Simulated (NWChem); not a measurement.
System: ZrH₃Br; SMILES [ZrH3][Br]

The following NWChem deck was run.

```
start job
memory heap 200 mb stack 900 mb global 1100 mb
geometry units angstroms noautoz
  Zr     0.000000     0.000000     0.985481
  Br     0.000000     0.000000    -1.485163
  H      1.735838    -0.106167     1.585315
  H     -0.775976     1.556364     1.585315
  H     -0.959863    -1.450196     1.585315
end
basis spherical
  Zr library def2-svp
  Br library def2-svp
  H library def2-svp
end
ecp
  Zr library def2-ecp
end
dft
  xc m06
  iterations 150
  mulliken
end
task dft energy
```

The geometry was optimised at PBE0/def2-SVP. def2 effective core potentials on Zr; no spin-orbit coupling.

What results follow from this input? (M06/def2-SVP with def2 effective core potentials on Zr.) Quantities: energy (Ha); highest occupied level (eV); orbital gap (eV); dipole (D).


| Property | Value |
|---|---|
| energy (Ha) | -2622.55 |
| highest occupied level (eV) | -8.66 |
| orbital gap (eV) | 6.10 |
| dipole (D) | 0.75 |
